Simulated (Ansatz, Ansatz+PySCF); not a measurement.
```xyz
3

O     0.0000    0.0000   -0.1376
H     0.0000    0.8673    0.5504
H     0.0000   -0.8673    0.5504
```

Basis set: 6-31G (spherical functions). Correlated methods keep 1 orbital frozen. Charge 0, multiplicity 1.

Computed with Ansatz (development build ahead of 0.2.0); each method stands on the lowest determinant of its kind that the runs found. Restricted open shells among the atoms or ions are ROHF, correlated in semicanonical orbitals with singles. Restricted functionals stand beside restricted open-shell atoms, which can lie above the unrestricted atoms usual in DFT and then raise those values.

Give the atomization energy at this shape (free ground-state atoms in the same class of orbitals less the molecule, no zero-point energy) of singlet H₂O by PBE0 (unrestricted), PBE0 (restricted), RHF-CCSD(T), RHF-MP2.

| method | atomization energy |
| --- | --- |
| PBE0 (unrestricted) | 782.8 kJ/mol |
| PBE0 (restricted) | 785.2 kJ/mol |
| RHF-CCSD(T) | 698.1 kJ/mol |
| RHF-MP2 | 698.1 kJ/mol |

Caution for RHF-CCSD(T), RHF-MP2: bonds are stretched, where a single reference can fail.

This basis has no polarisation functions and is too small for such energies, which can lie far from measured ones in either direction.
